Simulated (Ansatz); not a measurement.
Stepwise reaction of `[NH2][Ge]([NH2])([OH])[F]` with hydrogen, as a gas-phase model of exchange steps in deposition or etching. ΔE in kJ/mol; ΔG adds harmonic PBE0-D4 terms to CCSD(T)/CBS, at 1 bar.

Computed with Ansatz on PBE0-D4/def2-TZVP structures; ΔE is electronic, products minus reactants. CBS: MP2 limit from def2 TZ/QZ plus the TZ coupled-cluster correction, frozen cores. This one scheme is used for every species. Functionals use def2-TZVPP. B3LYP here is the variant with VWN-RPA as its local correlation; programs differ in this. For Ge outer-core shells are correlated without core-valence functions, which leaves a few kJ/mol of doubt a bond. Scalar relativity is left out up to krypton. Each species was taken in one conformer, which may not be the lowest.

```tsv
step	reaction	PBE-D4	B3LYP-D4	ωB97M-V	CCSD(T)/CBS	ΔG(400 K)
1	`[NH2][Ge]([NH2])([OH])[F]` + H₂ → `[NH2][GeH]([OH])[F]` + NH₃	2.5	4.3	5.3	7.6	8.7
```

(1) Give the row of step 2, `[NH2][GeH]([OH])[F]` + H₂ → `[OH][GeH2][F]` + NH₃. (An estimate is asked.)

(2) By hand: ΔE of the 2 steps together at CCSD(T)/CBS.

## Answers

(1) The calculation gave: 
```json
{"step": "2", "reaction": "`[NH2][GeH]([OH])[F]` + H₂ → `[OH][GeH2][F]` + NH₃", "PBE-D4": "4.5", "B3LYP-D4": "5.3", "ωB97M-V": "6.7", "CCSD(T)/CBS": "8.9", "ΔG(400 K)": "12.0"}
```

(2) (7.6) + (8.9) = 16.5 kJ/mol, or 8.2 kJ/mol a step.

In ΔE the steps differ by no more than 1.3 kJ/mol. All are uphill at CCSD(T)/CBS. ΔG lies between 8.7 and 12.0 kJ/mol a step. PBE-D4 differs from CCSD(T)/CBS by -5.1 to -4.4 kJ/mol a step. Isolated molecules leave out the surface, adducts and barriers. Largest T1 diagnostic: 0.012.
